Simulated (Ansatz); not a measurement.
Start from `CC(F)OCCF` and change one atom or group to get `CC(F)OC(F)F`.

Ansatz, PBE0-D4/def2-TZVP geometries, multiplicity 1. Each molecule was computed in one conformer, which needn't be the lowest.

```tsv
property	`CC(F)OCCF`
size of the dipole moment (PBE/def2-TZVPP) / D	2.04
size of the dipole moment (B3LYP/def2-TZVPP) / D	2.18
LUMO energy (ωB97M-V/def2-TZVPP) / eV	2.83
LUMO energy (PBE0/def2-TZVPP) / eV	1.32
HOMO–LUMO gap (PBE/def2-TZVPP) / eV	7.29
LUMO energy (PBE/def2-TZVPP) / eV	0.41
```

Task: Give the same properties after the change, and the shifts. (Best estimate.)

Result: Computed: 
| property | `CC(F)OC(F)F` | shift |
| --- | --- | --- |
| size of the dipole moment (PBE/def2-TZVPP) / D | 1.72 | -0.32 |
| size of the dipole moment (B3LYP/def2-TZVPP) / D | 1.84 | -0.34 |
| LUMO energy (ωB97M-V/def2-TZVPP) / eV | 2.94 | 0.11 |
| LUMO energy (PBE0/def2-TZVPP) / eV | 1.53 | 0.21 |
| HOMO–LUMO gap (PBE/def2-TZVPP) / eV | 8.70 | 1.41 |
| LUMO energy (PBE/def2-TZVPP) / eV | 0.72 | 0.31 |

With PBE0 the HOMO falls by 1.24 eV and the LUMO rises by 0.21 eV, so the gap widens by about 1.45 eV. PBE moves the HOMO by -1.10 eV and ωB97M-V by -1.25 eV. Dipoles are sizes alone; their direction can turn.

B3LYP here is the variant with VWN-RPA as its local correlation; programs differ in this.
